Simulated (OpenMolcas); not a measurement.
Ni2+: ligand-field states by method

Ni2+ with 6 ligands (fluoride) in trigonal prismatic coordination (D3h) at 2 Å, a polar angle of 51.1° against the regular 49.1°. A charge of +0.667 e stands 3.2 Å behind each ligand. Ligand basis ANO-RCC-VDZP.
```
Ni    0.0000    0.0000    0.0000
F     1.5557    0.0000    1.2569
F    -0.7778    1.3473    1.2569
F    -0.7778   -1.3473    1.2569
F     1.5557    0.0000   -1.2569
F    -0.7778    1.3473   -1.2569
F    -0.7778   -1.3473   -1.2569
```

```yaml
Program: OpenMolcas
Basis: ANO-RCC-VTZP [6s5p3d2f1g]
Scalar_Hamiltonian: DKH2, point nucleus
Active_space: 8 electrons in 5 orbitals (3d)
State_averaging: 2S+1 = 3 even, 10 roots; 2S+1 = 1 even, 15 roots
Spin-orbit_coupling: RASSI with atomic mean-field integrals over the reference wave functions
```

I. CASSCF
II. SS-CASPT2, IPEA 0.25 Eh, imaginary shift 0.1 Eh (closed shells correlated: 3s 3p and the ligand valence shells)

Spin-free states (labels of D3, the rotations of D3h) in cm-1, each column counted from its own energy of the first state listed:

| State | Degeneracy | I | II |
| --- | --- | --- | --- |
| 3A2 | 1 | 0 | 0 |
| 3A1 | 1 | 2984 | 3040 |
| 3A2 | 1 | 2993 | 3050 |
| 3E | 2 | 3052 | 3350 |
| 3E | 2 | 7413 | 10020 |
| 1E | 2 | 17926 | 13600 |
| 1E | 2 | 19018 | 14960 |
| 1A1 | 1 | 21215 | 17310 |
| 3E | 2 | 22480 | 19100 |
| 3A2 | 1 | 25243 | 23040 |
| 1A1 | 1 | 27894 | 23740 |
| 1A2 | 1 | 27968 | 23780 |
| 1E | 2 | 28113 | 25320 |
| 1A1 | 1 | 29009 | 27330 |
| 1E | 2 | 29254 | 26870 |
| 1E | 2 | 32014 | 30180 |
| 1A1 | 1 | 65655 | 54200 |

From I to II, I's first state of the same spin (3A1) moves from 2984 to 3040 cm-1, by about +54 cm-1.

From I to II, I's first state of another spin (1E) moves from 17926 to 13600 cm-1, by about -4300 cm-1.

χT at 300 K: I 1.98, II 1.90 cm3 K/mol.

Roots that are degenerate in the reference are averaged as groups; the widest CASPT2 spread within a group is 80 cm-1 (the 2-fold group of multiplicity 3 near 10000 cm-1 above the lowest state of its run, II). Shifts and gaps below about the spread of the groups concerned are not significant. Over all roots computed the reference weight is 0.69 to 0.71 in II; a low but even weight reflects the number of correlated electrons. Ligand-to-metal charge-transfer states are missing. Without dynamic correlation the repulsion within the d shell is too large (B by tens of per cent), so at a given field states of lower spin stand too high (holds for I). With no ligand orbital active B as a rule stays too high, so bands that hang on it stand too high and its fall with covalency is understated (holds for I). With metal d orbitals alone and no dynamic correlation the field as a rule comes out too small, by tens of per cent, by up to half for chloride and softer ligands, and the orbital part of g and χT, which goes as 1/10Dq, too large (holds for I). A single d shell leaves out the double-shell effect, which counts most for late 3d ions, where the CASPT2 field can be off either way by tens of per cent (holds for II). For late 3d ions with one d shell CASPT2 can put B and the spin-flip bands somewhat low as well as high (holds for II). Free-ion shares, where given, are those of the reference states; single-state CASPT2 does not remix them (holds for II). No measured value stands beside these numbers; the geometry was imposed, not optimised, and the real ion may take another.
